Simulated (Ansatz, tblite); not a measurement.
Isomers of MgAg₆⁺ (doublet), found by a short tight-binding search and relaxed with PBE-D4/def2-SVP in Ansatz.

In the def2 sets Ag takes a core potential; there is no spin–orbit coupling. The xTB rows come from tblite. LC-ωPBE has ω = 0.4 bohr⁻¹. Correlated methods freeze 1 core orbital; core or outer-core shells of Mg, Ag are correlated, in sets that lack core-valence functions.

Run but left out: MP2/def2-TZVP (D: ⟨S²⟩ 0.96, where a pure state has 0.75).

B: At MP2/def2-TZVP the charge 1 doublet is spin-contaminated (final ⟨S²⟩ up to 0.87, 0.75 for a pure state). D: At MP2/def2-TZVP, LC-ωPBE/def2-TZVP the charge 1 doublet is spin-contaminated (final ⟨S²⟩ up to 0.96, 0.75 for a pure state).

Other spin states weren't relaxed.

A:

```tsv
atom	x (Å)	y (Å)	z (Å)
Mg1	0.512	0.150	1.821
Ag2	0.257	-0.440	-2.339
Ag3	-1.643	-0.964	-0.390
Ag4	1.019	-1.840	-0.069
Ag5	2.297	0.628	-0.165
Ag6	-0.347	1.522	-0.459
Ag7	-2.095	0.944	1.601
```

B:

```xyz
7

Mg    2.9077   -0.0139    0.0553
Ag   -1.4220    0.1076    2.2888
Ag   -2.8902   -0.0174   -0.0480
Ag    0.0116    0.0013   -0.0021
Ag    1.3345    0.1053    2.3795
Ag   -1.3526   -0.0885   -2.3342
Ag    1.4110   -0.0944   -2.3393
```

C:

```xyz
7

Mg    1.691    0.574   -1.492
Ag    0.758   -1.999   -1.106
Ag    1.019   -0.212    1.085
Ag   -1.030    0.207   -1.074
Ag    0.357    2.377    0.123
Ag   -1.273   -1.828    0.851
Ag   -1.521    0.880    1.612
```

D:

```xyz
7

Mg    0.759    4.073   -1.322
Ag   -0.937   -0.960    2.716
Ag   -0.362   -2.733    0.640
Ag    1.088   -0.337    0.861
Ag   -1.456   -0.103    0.110
Ag    0.467    1.413   -1.298
Ag    0.440   -1.354   -1.706
```

**Question.** Estimate their order by electronic energy at RPA@PBE/def2-TZVP, counted from the lowest.

**Answer.** C (0.0) < A (19.3) < B (65.8) < D (87.2), in kJ/mol.

**Question.** Do the other levels pick the same lowest one?

**Answer.** Not GFN1-xTB, GFN2-xTB, HF/def2-TZVP. Energies above each level's lowest (kJ/mol):

| level | A | B | C | D |
| --- | --- | --- | --- | --- |
| GFN1-xTB | 95.9 | 41.9 | 51.2 | 0.0 |
| GFN2-xTB | 71.5 | 0.0 | 71.6 | 62.1 |
| HF/def2-TZVP | 2.0 | 0.0 | 9.0 | 15.4 |
| PBE-D4/def2-SVP | 11.5 | 43.2 | 0.0 | 95.6 |
| PBE-D4/def2-TZVP | 14.1 | 52.5 | 0.0 | 98.7 |
| r2SCAN-D4/def2-TZVP | 16.5 | 53.1 | 0.0 | 104.1 |
| B97M-V/def2-TZVP | 22.7 | 54.6 | 0.0 | 88.7 |
| PBE0-D4/def2-SVP | 11.7 | 43.4 | 0.0 | 90.6 |
| PBE0-D4/def2-TZVP | 14.0 | 52.3 | 0.0 | 92.8 |
| BHLYP-D4/def2-TZVP | 9.1 | 41.0 | 0.0 | 64.1 |
| LC-ωPBE/def2-TZVP | 15.4 | 52.1 | 0.0 | 77.4 |
| RPA@PBE/def2-TZVP | 19.3 | 65.8 | 0.0 | 87.2 |
Point groups (tolerance 0.1 Å): A not assigned, B not assigned, C C2v, D not assigned. Lower isomers may exist. From def2-SVP to def2-TZVP the PBE0 values move by up to 8.9 kJ/mol, so results in the small set are rough.
